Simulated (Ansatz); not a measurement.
Name a neutral molecule of C, O and H with size of the dipole moment (ωB97M-V/def2-TZVPP) between 2.65 and 2.95 D and HOMO–LUMO gap (PBE/def2-TZVPP) between 3.05 and 3.35 eV (Ansatz, PBE0-D4/def2-TZVP geometry).

`CC(=O)C=C(C)C` (2.90 D, 3.05 eV); `C=C(C=O)CC` (2.83 D, 3.13 eV). Other molecules can fit too; these were computed, each in one conformer that needn't be the lowest.
